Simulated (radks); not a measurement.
Effect of the nuclear size on neutral indium, [Kr] 4d10 5s2 5p1. Method: Dirac Kohn-Sham, relativistic LDA (MacDonald-Vosko exchange, VWN5 correlation), spin-unpolarised, spherical densities, finite nucleus; open shells are shared between the two j in proportion to 2j + 1; Fermi nuclear charge, rms radius 4.6156 fm; computed with a radial shooting solver on a logarithmic mesh with Libxc functionals. The rms radius is varied about that value; shifts are against it.

rms radius (fm) = 4.1263: total energy shift (eV) -0.722; density at nucleus (e/bohr^3) 1.757e+05; 1s1/2 shift (meV) -301; 2s1/2 shift (meV) -34.3; 4p1/2 shift (meV) 0.112; 5s1/2 shift (meV) -0.089
rms radius (fm) = 4.1633: total energy shift (eV) -0.669; density at nucleus (e/bohr^3) 1.754e+05; 1s1/2 shift (meV) -280; 2s1/2 shift (meV) -31.8; 4p1/2 shift (meV) 0.104; 5s1/2 shift (meV) -0.082
rms radius (fm) = 4.6156: total energy shift (eV) 0; density at nucleus (e/bohr^3) 1.728e+05; 1s1/2 shift (meV) 0.000; 2s1/2 shift (meV) 0.000; 4p1/2 shift (meV) 0.000; 5s1/2 shift (meV) 0.000
rms radius (fm) = 4.8556: total energy shift (eV) 0.379; density at nucleus (e/bohr^3) 1.715e+05; 1s1/2 shift (meV) 158; 2s1/2 shift (meV) 18.0; 4p1/2 shift (meV) -0.059; 5s1/2 shift (meV) 0.047
rms radius (fm) = 5.4556: total energy shift (eV) 1.40; density at nucleus (e/bohr^3) 1.686e+05; 1s1/2 shift (meV) 584; 2s1/2 shift (meV) 66.4; 4p1/2 shift (meV) -0.217; 5s1/2 shift (meV) 0.172

Slopes of the eigenvalues against <r^2> in GHz/fm^2, as finite differences over the two radii next to the reference (eigenvalue slopes, not the field-shift constants of lines): 1s1/2 17000, 2s1/2 1930, 4p1/2 -6.29, 5s1/2 5.00.
